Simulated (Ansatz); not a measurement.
Consider the ligand exchange at the Si–O bond: `O[SiH2]O[SiH](O)O` + `S[SiH](Cl)Cl` → `O[SiH2]S[SiH](Cl)Cl` + `O[SiH](O)O`.

Isolated molecules relaxed with PBE0-D4/def2-TZVP in Ansatz; ΔE leaves out vibrations. CCSD(T)/CBS adds triple-zeta CCSD(T) − MP2 to the extrapolated MP2 energy (def2 sets, frozen cores). DFT in def2-TZVPP. B3LYP here is the variant with VWN-RPA as its local correlation; programs differ in this. One conformer a species, not always the lowest.

| level | ΔE (kcal/mol) |
| --- | --- |
| PBE0-D4 | 9.6 |
| B3LYP-D4 | 12.8 |
| B2PLYP | 13.7 |
| r2SCAN | 11.6 |
| MP2/def2-TZVPP | 11.7 |
| CCSD/def2-TZVPP | 14.2 |
| CCSD(T)/def2-TZVPP | 13.1 |
| MP2/def2-QZVPP | 11.4 |

(1) What does CCSD(T)/CBS give? (An estimate is asked.)

Largest T1 diagnostic among the species: 0.012.

## Answers

(1) Computed: +12.3 kcal/mol. The listed levels differ from it by -2.7, 0.5, 1.4, -0.7, -0.6, 1.9, 0.8, -0.9 kcal/mol.

From PBE to PBE0 (25 % exact exchange), in def2-TZVPP and without D4, ΔE moves by +1.3 kcal/mol. In def2-TZVPP, CCSD(T) changes the Hartree–Fock value by −5.0 kcal/mol (the triples alone add −1.1 kcal/mol) and MP2 by −6.4 kcal/mol. The D4 term adds −1.4 kcal/mol with B3LYP and −0.8 kcal/mol with PBE0; it sums over pairs of atoms, weighted by their polarisabilities, and B3LYP, whose exchange is more repulsive, gets the larger term.
